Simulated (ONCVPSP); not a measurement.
Building the ONCV potential for terbium (PBE, scalar-relativistic).

Input for ONCVPSP 4.0.1:

```
# ATOM AND REFERENCE CONFIGURATION
# atsym  z   nc   nv     iexc    psfile
  Tb 65.00    9    4        4      upf
#
#   n    l    f
    1    0    2.00
    2    0    2.00
    2    1    6.00
    3    0    2.00
    3    1    6.00
    3    2   10.00
    4    0    2.00
    4    1    6.00
    4    2   10.00
    4    3    9.00
    5    0    2.00
    5    1    6.00
    6    0    0.50
#
# PSEUDOPOTENTIAL AND OPTIMIZATION
# lmax
    3
#
#   l,   rc,      ep,       ncon, nbas, qcut
    0    2.10    0.00    3    7    4.90
    1    2.00    0.00    3    7    6.50
    2    1.95    0.11    4    9    4.70
    3    0.90    0.00    4    9   23.10
#
# LOCAL POTENTIAL
# lloc, lpopt,  rc(5),   dvloc0
    4    2    0.90    0.00
#
# VANDERBILT-KLEINMAN-BYLANDER PROJECTORs
# l, nproj, debl
    0    2    4.00
    1    2    2.20
    2    1    3.00
    3    2    2.70
#
# MODEL CORE CHARGE
# icmod, fcfact, rcfact
    3    5.75    1.75
#
# LOG DERIVATIVE ANALYSIS
# epsh1, epsh2, depsh
   -4.00    5.00    0.02
#
# OUTPUT GRID
# rlmax, drl
    6.00    0.01
#
# TEST CONFIGURATIONS
# ncnf
    4
# nvcnf
#   n    l    f
    4
    4    3    9.00
    5    0    2.00
    5    1    6.00
    6    0    2.00
#
    4
    4    3    9.00
    5    0    2.00
    5    1    6.00
    6    0    1.00
#
    4
    4    3    9.00
    5    0    2.00
    5    1    6.00
    6    0    0.00
#
    4
    4    3    7.00
    5    0    2.00
    5    1    6.00
    6    0    0.00
#
```

Command:

```bash
oncvpsp.x < Tb.dat > Tb.out
```

Output (shortened: citation, most of the input echo, consistency checks and plot data are left out):

```
[... start of the log left out ...]
   2   1       -1.280487       -1.280453     55.30

   3   2       -0.374781       -0.364397     89.74

   4   3       -0.476903       -0.453223    607.51

 Testing for highly-localized positive-energy ghosts
       l    <radius>/rc     E Basis Diag.   E Cutoff

       1        0.845410        5.642671     55.30  WARNING - GHOST(+)

Test configuration 0

   n   l     f        eae           eps        diff
   1   0  2.0000-1906.27072902
   2   0  2.0000 -316.30117552
   2   1  6.0000 -281.08019291
   3   0  2.0000  -70.43609415
   3   1  6.0000  -59.57617589
   3   2 10.0000  -45.43588934
   4   0  2.0000  -14.24219513
   4   1  6.0000  -10.66793487
   4   2 10.0000   -5.76429419
   4   3  9.0000   -0.47700270   -0.47690327    9.94D-05
   5   0  2.0000   -2.11447989   -2.11446097    1.89D-05
   5   1  6.0000   -1.28049285   -1.28048726    5.59D-06
   6   0  0.5000   -0.42278388   -0.42278261    1.28D-06

    Total energies and differences
      AE_ref= -1.17085288D+04  AE_tst= -1.17085288D+04  dif=  0.00D+00
      PS_ref= -1.30540893D+02  PS_tst= -1.30540893D+02  dif= -1.17D-12
      PSP excitation error=  1.17D-12

Test configuration 1

sratom123: lschfb convergence ERROR n,l,iter=   4   3   4
```

The run stopped because the all-electron bound-state solver failed for one shell.

The run took about 2.7 s on one core of a shared server CPU.
